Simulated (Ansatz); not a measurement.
Si₃O₆⁻. Total charge -1; doublet. Geometry PBE0-D4/def2-SVP, that of the neutral singlet; atoms count from 1.

Cartesian coordinates in Å:
```
Si 0.000 0.000 0.000
Si 1.097 -0.995 -1.864
Si -1.097 0.995 1.864
O -0.491 -0.585 -1.488
O -0.710 -0.576 1.401
O 1.582 -0.405 -0.364
O -0.381 1.565 0.452
O -1.794 1.627 3.048
O 1.794 -1.626 -3.048
```

The structure comes from a short search, and lower isomers may exist.

Q: Estimate the Mulliken populations from the PBE0/def2-TZVPD orbitals of Ansatz.

A: 
| atom | charge (e) | spin (α − β) |
| --- | --- | --- |
| Si1 | 0.41 | 0.63 |
| Si2 | 0.24 | 0.55 |
| Si3 | 0.24 | 0.55 |
| O4 | -0.17 | -0.15 |
| O5 | -0.17 | -0.15 |
| O6 | -0.17 | -0.15 |
| O7 | -0.17 | -0.15 |
| O8 | -0.60 | -0.07 |
| O9 | -0.60 | -0.07 |
Mulliken values and Mayer orders depend strongly on the basis. With diffuse functions, as here, like atoms can get unlike values, and bond orders can come out too low or too high.

Q: Where does the spin sit?

A: Summed by element: Si 1.73, O -0.73, of 1 unpaired in all. Largest on single atoms: Si1 0.63, Si3 0.55, Si2 0.55.

Q: And the Mayer bond orders between bonded heavy atoms (over 0.3)?

A: Si1–Si2 0.80 (2.38 Å); Si1–Si3 0.80 (2.38 Å); Si1–O4 0.79 (1.67 Å); Si1–O5 0.79 (1.67 Å); Si1–O6 0.79 (1.67 Å); Si1–O7 0.79 (1.67 Å); Si2–O4 0.80 (1.68 Å); Si2–O6 0.80 (1.68 Å); Si2–O9 1.85 (1.51 Å); Si3–O5 0.80 (1.68 Å); Si3–O7 0.80 (1.68 Å); Si3–O8 1.85 (1.51 Å). Values over 0.3 also appear between atoms too far apart for a bond (Si2–Si3 0.53 at 4.76 Å); they arise where an orbital or an unpaired electron spreads over both atoms.
